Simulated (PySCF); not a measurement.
boron monoxide dimer (B2O2), SMILES O=BB=O.

The structure is a stationary point at PBE-D3(BJ)/def2-TZVP. One conformer was computed; it need not be the lowest.

Method: PySCF with PBE-D3(BJ)/def2-TZVP.

No scaling factor is applied to the harmonic values.

Modes within 1.5 cm⁻¹ of each other (mostly degenerate sets) share a row, with their intensities summed.

Computed vibrational spectrum:
| mode | ν (cm⁻¹) | IR (km/mol) | moving atoms (share of kinetic energy) |
|---|---|---|---|
| 1–2 | 205 | 97.7 | B 60 %, O 40 % |
| 3–4 | 482 | 0.0 | B 90 %, O 10 % |
| 5 | 602 | 0.0 | O 72 %, B 28 % |
| 6 | 1897 | 111.4 | B 60 %, O 40 % |
| 7 | 2059 | 0.0 | B 72 %, O 28 % |
